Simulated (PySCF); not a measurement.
C8H14Si.
Numbering: `[CH2:1]=[C:2]([CH3:3])[C@@:4]1([CH:5]2[CH2:6][CH2:7]2)[CH2:8][SiH2:9]1`

NICS is the negative of the GIAO shielding at a point without a nucleus: at the ring centre (0) and 1 Å above and below it (1); zz is the component along the ring normal. Level: GIAO PBE0/pcSseg-1 (PySCF, non-relativistic, gas phase) on the GFN2-xTB geometry, one conformer.

Rings: 1. C4–C8–Si9; 2. C5–C6–C7.

| set | NICS(0) | NICS(1), two faces | NICS(1)zz, two faces |
| --- | --- | --- | --- |
| P | -43.1 | -9.6 / -8.6 | -23.8 / -24.0 |
| Q | -28.2 | -8.9 / -8.2 | -19.2 / -20.7 |

Problem. Which set (ppm) belongs to which ring?

Solution. P = 2, Q = 1.
- 1 (3-membered ring with Si; formal bonds all single): mean NICS(1)zz -19.9 ppm, shielded. C4, C8, Si9 have four or more neighbours, so the value isn't read as a sign of a π ring current.
- 2 (3-membered carbocycle; formal bonds all single): mean NICS(1)zz -23.9 ppm, shielded. C5, C6, C7 have four or more neighbours; no verdict on aromaticity is drawn.

Problem. How do the rings differ in shape?

Solution. 
```tsv
ring	bond lengths (Å)	rms pucker (Å)	HOMA	nearest outside atom to a NICS(1) probe (Å)
1	1.542, 1.875, 1.917	0.00	–	hydrogen 1.53
2	1.499, 1.497, 1.501	0.00	–	hydrogen 1.41
```

Conformer computed: `[CH2:1]=[C:2]([CH3:3])[C@@:4]1([CH:5]2[CH2:6][CH2:7]2)[CH2:8][SiH2:9]1`: C1–C2–C4–C5 29°, C2–C4–C5–C6 -169°.
